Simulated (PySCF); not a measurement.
acetonitrile (C₂H₃N), SMILES CC#N. The structure is a stationary point at B3LYP-D3(BJ)/def2-TZVP.

TDA-PBE0/def2-SVPD (PySCF 2.14.0) puts the lowest singlet excitations at 7.91, 8.28, 8.28, 8.69, 8.69, 9.54 eV.

### Question
What are the lowest excitation roots from ADC(2)/aug-cc-pVDZ (PySCF 2.14.0)? (The exact figures need the calculation; the answer reports its results.)

### Answer
8.73, 8.83, 8.83, 9.02, 9.08, 9.08 eV. S1 differs by 0.82 eV (second minus first; roots are paired by order, and the bases may differ).
